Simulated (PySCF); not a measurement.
**SMILES C(F)(F)(F)c1ccccn1, C₆H₄F₃N**

Geometry:
```json
{"atom": "F1", "x (Å)": "2.609", "y (Å)": "-0.750", "z (Å)": "-1.205"}
{"atom": "C2", "x (Å)": "2.191", "y (Å)": "-0.073", "z (Å)": "-0.139"}
{"atom": "F3", "x (Å)": "2.658", "y (Å)": "1.177", "z (Å)": "-0.243"}
{"atom": "F4", "x (Å)": "2.750", "y (Å)": "-0.623", "z (Å)": "0.937"}
{"atom": "C5", "x (Å)": "0.680", "y (Å)": "-0.086", "z (Å)": "-0.041"}
{"atom": "C6", "x (Å)": "-0.053", "y (Å)": "1.098", "z (Å)": "-0.032"}
{"atom": "C7", "x (Å)": "-1.441", "y (Å)": "1.001", "z (Å)": "0.058"}
{"atom": "C8", "x (Å)": "-2.020", "y (Å)": "-0.260", "z (Å)": "0.134"}
{"atom": "C9", "x (Å)": "-1.184", "y (Å)": "-1.379", "z (Å)": "0.118"}
{"atom": "N10", "x (Å)": "0.137", "y (Å)": "-1.296", "z (Å)": "0.032"}
{"atom": "H11", "x (Å)": "0.451", "y (Å)": "2.063", "z (Å)": "-0.094"}
{"atom": "H12", "x (Å)": "-2.058", "y (Å)": "1.903", "z (Å)": "0.068"}
{"atom": "H13", "x (Å)": "-3.103", "y (Å)": "-0.383", "z (Å)": "0.204"}
{"atom": "H14", "x (Å)": "-1.607", "y (Å)": "-2.388", "z (Å)": "0.176"}
```

The calculation used PySCF 2.14.0, TDDFT CAM-B3LYP/aug-cc-pVDZ excited states, vertical, gas phase. Geometry: PBE0-D3(BJ)/def2-SVP.

Q: Give the one- and two-photon strengths of the lowest singlets.

A: δ for parallel linear polarisation; σ at the peak of a Lorentzian of half width 0.1 eV, single beam; Ω is circular over linear.
| state | E (eV) | f | photon λ (nm) | δ (au) | σ (GM) | Ω | main |
| --- | --- | --- | --- | --- | --- | --- | --- |
| S1 | 5.06 | 0.004 | 490 | 0.65 | 0.01 | 1.50 | HOMO−1→LUMO 0.97 |
| S2 | 5.47 | 0.000 | 453 | 0.1 | 0.00 | 1.50 | HOMO−1→LUMO+1 0.98 |
| S3 | 5.57 | 0.047 | 445 | 1.52 | 0.02 | 0.78 | HOMO→LUMO 0.69, HOMO−2→LUMO+1 0.22 |
| S4 | 6.34 | 0.036 | 391 | 3.73 | 0.06 | 1.50 | HOMO→LUMO+1 0.59, HOMO−2→LUMO 0.32 |
| S5 | 7.17 | 0.004 | 346 | 61.5 | 1.16 | 1.50 | HOMO→LUMO+2 0.90 |
| S6 | 7.27 | 0.483 | 341 | 0.93 | 0.02 | 0.72 | HOMO−2→LUMO 0.36, HOMO−2→LUMO+1 0.26 |

Among these, the strongest one-photon state is S6, the strongest two-photon state S5, with a dipole change of 7.4 D (relaxed, norm of the difference vector).
